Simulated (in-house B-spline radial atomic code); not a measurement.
## Cl⁸⁺: [He] 2s2 2p5

Level of theory: non-relativistic TPSSh, spin-polarised, spherical fractional occupations, exact exchange averaged over the configuration, point nucleus; calculated with a B-spline radial code for spherical atoms.

Z_r = [3n² - l(l+1)]/(2<r>); Z_e = n√(-2ε); the last column is Slater's effective charge. Values are occupation-weighted means over spin.

| shell | electrons | ε (eV) | <r> (bohr) | Z_r | Z_e | Slater |
| --- | --- | --- | --- | --- | --- | --- |
| 1s | 2 | -2969.2 | 0.09122 | 16.44 | 14.77 | 16.70 |
| 2s | 2 | -438 | 0.4303 | 13.94 | 11.35 | 13.20 |
| 2p | 5 | -380.97 | 0.387 | 12.92 | 10.58 | 13.20 |

The least bound orbital is 2p down at -377.9 eV, while the most diffuse is 2s down (<r> = 0.4312 bohr against 0.3883 bohr): energy order and size order differ.
